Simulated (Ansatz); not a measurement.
`CN([SiH2]O)[SiH2]F` and `CN([SiH2]F)[SiH](O)O` differ in one atom or group.

Ansatz, PBE0-D4/def2-TZVP geometries, multiplicity 1. Each molecule was computed in one conformer, which needn't be the lowest.

```json
{"property": "HOMO energy (ωB97M-V/def2-TZVPP) / eV", "`CN([SiH2]O)[SiH2]F`": "-10.10"}
{"property": "HOMO–LUMO gap (PBE0/def2-TZVPP) / eV", "`CN([SiH2]O)[SiH2]F`": "8.07"}
{"property": "HOMO energy (PBE0/def2-TZVPP) / eV", "`CN([SiH2]O)[SiH2]F`": "-7.76"}
{"property": "size of the dipole moment (PBE/def2-TZVPP) / D", "`CN([SiH2]O)[SiH2]F`": "0.56"}
{"property": "LUMO energy (PBE/def2-TZVPP) / eV", "`CN([SiH2]O)[SiH2]F`": "-0.54"}
{"property": "HOMO energy (B3LYP/def2-TZVPP) / eV", "`CN([SiH2]O)[SiH2]F`": "-7.52"}
```

Give the same properties after the change, and the shifts. (Best estimate.)

The calculation gave: 
| property | `CN([SiH2]F)[SiH](O)O` | shift |
| --- | --- | --- |
| HOMO energy (ωB97M-V/def2-TZVPP) / eV | -9.95 | 0.15 |
| HOMO–LUMO gap (PBE0/def2-TZVPP) / eV | 8.03 | -0.04 |
| HOMO energy (PBE0/def2-TZVPP) / eV | -7.62 | 0.14 |
| size of the dipole moment (PBE/def2-TZVPP) / D | 1.58 | 1.02 |
| LUMO energy (PBE/def2-TZVPP) / eV | -0.48 | 0.06 |
| HOMO energy (B3LYP/def2-TZVPP) / eV | -7.39 | 0.13 |

With PBE0 the HOMO rises by 0.14 eV and the LUMO rises by 0.09 eV, so the gap narrows by about 0.05 eV. PBE moves the HOMO by 0.17 eV and ωB97M-V by 0.15 eV. Dipoles are sizes alone; their direction can turn.

B3LYP here is the variant with VWN-RPA as its local correlation; programs differ in this.
